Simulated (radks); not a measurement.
All-electron atom: the tin ion Sn3+ in [Kr] 4d9.5 5s1 4f0.5 (fractional occupations, a model configuration). All-electron calculation, scalar-relativistic Kohn-Sham, LDA (Slater exchange, Perdew-Zunger correlation), spin-polarised, spherical densities, finite nucleus; open shells are filled with parallel spins first (spin-orbit coupling, left out, can overturn this in heavy ions); Fermi nuclear charge, rms radius 4.6519 fm. Program: a radial shooting solver on a logarithmic mesh with Libxc functionals.

Radial electron density D(r) = 4 pi r^2 rho(r):

```
   r/bohr * D(r) (the largest magnitude, 82.5, reaches the edge; | marks zero)
 0.004483 |           *
 0.006027 |                 *
 0.008103 |                        *
  0.01098 |                                *
  0.01476 |                                       *
  0.01985 |                                          *
   0.0269 |                                        *
  0.03617 |                                     *
  0.04863 |                                      *
  0.06591 |                                               *
  0.08861 |                                                      *
   0.1191 |                                                *
   0.1615 |                                     *
   0.2171 |                                         *
   0.2919 |                                           *
   0.3955 |                          *
   0.5318 |             *
    0.715 |              *
    0.969 |            *
    1.303 |     *
    1.752 | *
    2.374 |*
    3.192 *
    4.291 *
    5.815 *
    7.819 *
    10.51 *
```

D(r) has 4 maxima, at r = 0.0205, 0.0900, 0.263, 0.775 bohr, and minima at 0.0398, 0.174, 0.571 bohr, inside which lie 1.99, 11.21, 29.00 electrons.
